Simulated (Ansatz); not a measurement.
Ideal-gas functions of `[SiH3]C1=CN1` at 800 K and 1 bar, from an Ansatz frequency run at PBE0-D4/def2-TZVP.

Molar mass 71.15 g/mol, point group C1 (symmetry number 1), electronic degeneracy 1, moments of inertia 24.537, 148.999, 165.941 u Å². Harmonic wavenumbers (cm⁻¹, unscaled): 126, 182, 194, 467, 659, 665, 698, 761, 916, 931, 936, 962, 1092, 1144, 1357, 1865, 2233, 2236, 2245, 3303, 3357.

Use S(trans) = R[1.5 ln M + 2.5 ln T − 1.1517]; rotational temperatures θ = 24.2544 K / I; S(rot) = R[ln(√π/σ · √(T³/θAθBθC)) + 1.5]; for each mode x = 1.438777 ν̃/T, S = R[x/(eˣ − 1) − ln(1 − e⁻ˣ)] and H = RT x/(eˣ − 1); 1 cm⁻¹ = 0.0119627 kJ/mol; R = 8.31446 J/(mol·K).

Task: By hand: the entropy, in J/(mol·K).

Result: Translation 182.6. Rotation: θ = 0.9885, 0.1628, 0.1462 K, giving 116.2. Vibration, mode by mode: 20.68, 17.64, 17.11, 10.01, 7.37, 7.30, 6.95, 6.33, 5.04, 4.94, 4.90, 4.72, 3.92, 3.64, 2.69, 1.31, 0.76, 0.76, 0.75, 0.15, 0.14, in all 127.1. Electronic 0.0. Sum 425.9 J/(mol·K).

Task: By hand: H − E and G − E in kJ/mol, counted from the electronic energy.

Result: Zero-point energy ½ × 26329 × 0.0119627 = 157.5; thermal vibration 53.1; translation, rotation and pV give 4 RT = 26.6. H − E = 237.2 kJ/mol, and G − E = 237.2 − 800 × 425.9/1000 = -103.5 kJ/mol.

Vibration gives 30 % of the entropy, 20.7 J/(mol·K) of it from the mode under 150 cm⁻¹: soft modes count most, and the harmonic formula is weakest for them. The sum counts one conformer and one mirror image; others add a mixing term.
